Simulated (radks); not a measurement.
Results of a calculation; reference values are marked as such.
Ionisation of neutral nickel, [Ar] 3d8 4s2, to [Ar] 3d9 as the strength of local exchange is varied. Code: a radial shooting solver on a logarithmic mesh with Libxc functionals. Model: non-relativistic Kohn-Sham, Slater X-alpha exchange (alpha = 2/3 is LDA exchange), no correlation, spin-unpolarised, spherical densities, point nucleus.

alpha,E(Ni) (hartree),exchange (hartree),IE (eV),-e of the level emptied (eV),<r> of it (bohr)
0.667,-1503.17692,-57.75993,5.321,4.749 (4s),2.886
0.72,-1507.77385,-62.54808,5.096,5.078 (4s),2.846
0.77,-1512.12396,-67.09160,4.862,5.395 (4s),2.809
0.938,-1526.83519,-82.54471,3.909,6.517 (4s),2.694
0.967,-1529.38937,-85.24122,3.718,6.719 (4s),2.675

NIST Atomic Spectra Database: 7.640 eV (measured). The central value is not met in this range of alpha. Spin polarisation and multiplet splitting are left out, so open shells lie too high by an amount that depends on their filling.

Beside tabulated values, note that spin-unpolarised runs miss the spin-polarisation part of the exchange energy of open shells.
